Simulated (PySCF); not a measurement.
O (SMILES [O+]), charge +1, quartet; CCSD(T)/def2-TZVP (PySCF).

PySCF was given this input:
```python
from pyscf import gto, scf, cc

mol = gto.M(
    atom='''
O     0.000000    0.000000    0.000000
''',
    basis='def2-tzvp',
    charge=1,
    spin=3,
    verbose=4,
)

mf = scf.UHF(mol)
mf.kernel()

mycc = cc.CCSD(mf, frozen=1)
mycc.kernel()
et = mycc.ccsd_t()
print('E(CCSD(T)) = %.10f' % (mycc.e_tot + et))
```

The log (banner, timings and long lists left out):

```
PySCF version 2.14.0

[INPUT] verbose = 4
[INPUT] num. atoms = 1
[INPUT] num. electrons = 7
[INPUT] charge = 1
[INPUT] spin (= nelec alpha-beta = 2S) = 3
[INPUT] symmetry False subgroup None
[INPUT] Mole.unit = angstrom
[INPUT] Symbol           X                Y                Z      unit          X                Y                Z       unit  Magmom
[INPUT]  1 O      0.000000000000   0.000000000000   0.000000000000 AA    0.000000000000   0.000000000000   0.000000000000 Bohr   0.0

nuclear repulsion = 0
number of shells = 11
number of NR pGTOs = 46
number of NR cGTOs = 31
basis = def2-tzvp
ecp = {}

******** <class 'pyscf.scf.uhf.UHF'> ********
method = UHF
initial guess = minao
damping factor = 0
level_shift factor = 0
DIIS = <class 'pyscf.scf.diis.CDIIS'>
diis_start_cycle = 1
diis_space = 8
diis_damp = 0
SCF conv_tol = 1e-09
SCF conv_tol_grad = None
SCF max_cycles = 50
direct_scf = True
direct_scf_tol = 1e-13
number electrons alpha = 5  beta = 2
Set gradient conv threshold to 3.16228e-05
init E= -74.283308735293

cycle= 1 E= -74.1916202485631  delta_E= 0.0917  |g|= 0.594  |ddm|= 0.659
cycle= 2 E= -74.3671016735868  delta_E= -0.175  |g|= 0.144  |ddm|= 0.42
cycle= 3 E= -74.3732019343032  delta_E= -0.0061  |g|= 0.0334  |ddm|= 0.102
cycle= 4 E= -74.3739754900971  delta_E= -0.000774  |g|= 0.00635  |ddm|= 0.0393
cycle= 5 E= -74.3740012869347  delta_E= -2.58e-05  |g|= 0.000612  |ddm|= 0.0076
cycle= 6 E= -74.3740014590129  delta_E= -1.72e-07  |g|= 2.5e-05  |ddm|= 0.000761
cycle= 7 E= -74.3740014593276  delta_E= -3.15e-10  |g|= 1.81e-06  |ddm|= 4.23e-05
Extra cycle  E= -74.374001459329  delta_E= -1.39e-12  |g|= 3.67e-07  |ddm|= 2.34e-06
converged SCF energy = -74.374001459329  <S^2> = 3.7554966  2S+1 = 4.0027474

******** <class 'pyscf.cc.uccsd.UCCSD'> ********
CC2 = 0
CCSD nocc = (np.int64(4), np.int64(1)), nmo = (30, 30)
frozen orbitals 1
max_cycle = 50
direct = 0
conv_tol = 1e-07
conv_tol_normt = 1e-06
diis_space = 6
diis_start_cycle = 0
diis_start_energy_diff = 1e+09
Init t2, MP2 energy = -0.0960587780933771
Init E_corr(UCCSD) = -0.0960587780934319
cycle = 1  E_corr(UCCSD) = -0.108173384043736  dE = -0.012114606  norm(t1,t2) = 0.0240892
cycle = 2  E_corr(UCCSD) = -0.110397260679194  dE = -0.00222387664  norm(t1,t2) = 0.00793591
cycle = 3  E_corr(UCCSD) = -0.111380435101076  dE = -0.000983174422  norm(t1,t2) = 0.00325303
cycle = 4  E_corr(UCCSD) = -0.111335639972525  dE = 4.47951286e-05  norm(t1,t2) = 0.00053695
cycle = 5  E_corr(UCCSD) = -0.111343311461547  dE = -7.67148902e-06  norm(t1,t2) = 0.000106626
cycle = 6  E_corr(UCCSD) = -0.111343389399788  dE = -7.79382415e-08  norm(t1,t2) = 1.05801e-05
cycle = 7  E_corr(UCCSD) = -0.111343454497102  dE = -6.50973131e-08  norm(t1,t2) = 1.28548e-06
cycle = 8  E_corr(UCCSD) = -0.111343438420996  dE = 1.60761055e-08  norm(t1,t2) = 1.97726e-07
UCCSD converged
E(UCCSD) = -74.48534489774995  E_corr = -0.111343438420996
UCCSD(T) correction = -0.00154999052912762
E(CCSD(T)) = -74.4868948883
```
